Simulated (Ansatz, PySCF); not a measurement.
Energy difference 2 R1 + R2 → 2 P1, each structure at its B3LYP-D3(BJ)/def2-TZVP stationary point, reached from a drawn start (curvature not checked).
R1, NbO (SMILES [O]=[Nb]) (charge 0, multiplicity 4):
```xyz
2

Nb    -0.009    -0.018    -0.844
O      0.009     0.018     0.844
```
P1, NbO2 (SMILES [O]=[Nb]=[O]) (charge 0, multiplicity 2):
```tsv
atom	x (Å)	y (Å)	z (Å)
Nb	0.0046	0.0060	-0.6939
O	1.3583	-0.0064	0.3560
O	-1.3629	0.0004	0.3380
```
R2: O2 (SMILES O=O), charge 0, multiplicity 3.

P less R. No zero-point or thermal terms; open shells are unrestricted; no spin–orbit coupling. The spin states of the d-block species are the ones drawn and need not be the lowest.

Correlated levels freeze the cores.

Run with Ansatz (a first-principles code) with Gaussian orbitals; PySCF for the D3/D4 terms. No computed number here is a measurement. Elements past Kr take the def2 small-core potentials, without spin–orbit coupling.

| level | reaction energy (kcal/mol) |
|---|---|
| PBE/def2-TZVPP | -192.53 |
| PBE-D4/def2-TZVPP | -193.13 |
| BLYP/def2-TZVPP | -196.72 |
| BLYP-D3(BJ)/def2-TZVPP | -198.76 |
| revPBE/def2-TZVPP | -185.12 |
| revPBE-D4/def2-TZVPP | -186.70 |
| PBE0-D3(BJ)/def2-TZVPP | … |
| wB97M-V/def2-TZVPP | … |
| CCSD(T)/def2-SVP | … |

Question: Complete the blanks.

Answer: 
- PBE0-D3(BJ)/def2-TZVPP, reaction energy (kcal/mol): -170.87
- wB97M-V/def2-TZVPP, reaction energy (kcal/mol): -176.31
- CCSD(T)/def2-SVP, reaction energy (kcal/mol): -173.43
